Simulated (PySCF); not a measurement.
Isomers of C4H7ClO2, mass 122.013 u with the commonest isotopes. Computed with PBE0/def2-SVPD in PySCF (dipole) on a GFN2-xTB geometry, gas phase. One conformer each, none proved a minimum here; rigid rotors.

Question: Order these by rotational constant A, smallest first.
A. `[CH3:1][O:2][C:3](=[O:4])[CH2:5][CH2:6][Cl:7]` with C1–O2–C3–O4 0°, O2–C3–C5–C6 180°, C3–C5–C6–Cl7 180°
B. `[Cl:1][CH2:2][CH:3]1[O:4][CH2:5][CH2:6][O:7]1` with Cl1–C2–C3–O4 -61°, C2–C3–O4–C5 99°, C3–O4–C5–C6 16°, O4–C5–C6–O7 0°, C5–C6–O7–C3 -16°
C. `[CH3:1][C@@H:2]([CH2:3][Cl:4])[C:5](=[O:6])[OH:7]` with C1–C2–C3–Cl4 -66°, C1–C2–C5–O6 -103°, C2–C5–O7–H -178° (3-chloro-2-methylpropanoic acid)

Answer: B (3546 MHz), C (4604 MHz), A (8513 MHz).

Question: Order these by out-of-plane moment Σ m c² = (Ia + Ib − Ic)/2, largest first.
A. `[CH3:1][O:2][C:3](=[O:4])[CH2:5][CH2:6][Cl:7]` with C1–O2–C3–O4 0°, O2–C3–C5–C6 180°, C3–C5–C6–Cl7 180° (methyl 3-chloropropanoate)
B. `[Cl:1][CH2:2][CH:3]1[O:4][CH2:5][CH2:6][O:7]1` with Cl1–C2–C3–O4 -61°, C2–C3–O4–C5 99°, C3–O4–C5–C6 16°, O4–C5–C6–O7 0°, C5–C6–O7–C3 -16°
C. `[CH3:1][C@@H:2]([CH2:3][Cl:4])[C:5](=[O:6])[OH:7]` with C1–C2–C3–Cl4 -66°, C1–C2–C5–O6 -103°, C2–C5–O7–H -178°

Answer: B (62.17 u·Å²), C (28.62 u·Å²), A (4.74 u·Å²).

Question: Order these by radius of gyration √(Σ m r²/M), smallest first.
A. `[CH3:1][C@@H:2]([CH2:3][Cl:4])[C:5](=[O:6])[OH:7]` with C1–C2–C3–Cl4 -66°, C1–C2–C5–O6 -103°, C2–C5–O7–H -178° (3-chloro-2-methylpropanoic acid)
B. `[CH3:1][O:2][C:3](=[O:4])[CH2:5][CH2:6][Cl:7]` with C1–O2–C3–O4 0°, O2–C3–C5–C6 180°, C3–C5–C6–Cl7 180°
C. `[Cl:1][CH2:2][CH:3]1[O:4][CH2:5][CH2:6][O:7]1` with Cl1–C2–C3–O4 -61°, C2–C3–O4–C5 99°, C3–O4–C5–C6 16°, O4–C5–C6–O7 0°, C5–C6–O7–C3 -16°

Answer: C (1.723 Å), A (2.093 Å), B (2.368 Å).

```csv
SMILES,point group,Ia (u·Å²),Ib (u·Å²),Ic (u·Å²),κ,μa (D),μb (D),μc (D)
C[C@@H](CCl)C(=O)O,C1,109.76,453.42,505.94,-0.94,1.73,1.16,0.48
ClCC1OCCO1,Cs,142.50,281.95,300.10,-0.88,0.58,0.12,0.00
COC(=O)CCCl,Cs,59.36,629.83,679.71,-0.98,2.42,1.07,0.00
```
